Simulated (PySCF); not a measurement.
## Reading a saddle point

A first-order saddle point of AlAsH6S, closed shell, PBE0-D4/def2-TZVP, with one imaginary mode of 829i cm⁻¹:

| atom | x (Å) | y (Å) | z (Å) |
| --- | --- | --- | --- |
| Al1 | -0.6872 | -0.0650 | -0.7143 |
| S2 | 0.8563 | 1.7160 | -1.0125 |
| H3 | -0.2709 | -1.3536 | -1.5271 |
| H4 | -2.1033 | 0.6319 | -0.6522 |
| H5 | 0.5375 | 0.9380 | 0.3943 |
| As6 | 0.0880 | -0.2910 | 1.8281 |
| H7 | 1.9076 | 0.8977 | -1.1930 |
| H8 | 0.9081 | -1.4642 | 1.3112 |
| H9 | -1.2363 | -1.0099 | 1.5654 |

Computed with PySCF 2.14 with density fitting (its default auxiliary sets; JK sets also for MP2 and CCSD(T)) (basis: def2-TZVPP and def2-QZVPP); correlated methods freeze the cores. Filled d shells of the heavier atoms are correlated. The def2 sets are not built for correlating such inner shells, so the correlated values are less sure here. Extrapolation: Hartree–Fock as exp(−7.88 √X), correlation as X^−2.97.

**Question.** Which contacts change along the imaginary mode, and what lies on either side? (A judgement: the text doesn't fix the answer.)

**Answer.** The calculation gives: The step is AlH₃S ([AlH2][SH]) + AsH₃ → AlAsH₄ ([AlH2][AsH2]) + H₂S (still joined by a long Al–S bond), with the molecules in contact on both sides. Shortening one way: Al1–As6, S2–H5; lengthening the same way: Al1–S2, H5–As6.
```csv
pair,one side (Å),saddle (Å),other side (Å)
Al1–As6,3.36,2.67,2.46
S2–H5,3.00,1.64,1.34
Al1–S2,2.20,2.38,2.54
H5–As6,1.54,1.94,3.54
```

**Question.** Which side is lower, and how far does the saddle lie above each? (Judge from chemistry; the value comes from the calculation.)

**Answer.** The calculation gives: The side with Al1–S2, H5–As6 short is lower by 0.183 eV; the saddle lies 0.978 eV above it and 0.794 eV above the other (CCSD(T) at an estimated basis limit (MP2 extrapolated from triple and quadruple zeta, plus CCSD(T) − MP2 in triple zeta); electronic energies).

No T1 diagnostic of these runs exceeds 0.012.

Labels in which every atom is bracketed show which atoms are joined, not bond orders.

For scale, one of the runs: CCSD(T)/def2-TZVPP, 216 basis functions, launched by `OMP_NUM_THREADS=4 python run.py`. The run took 12 min on 4 CPU threads of an Arm Neoverse V1 (shared host), with 3.3 GiB of host memory at its peak.
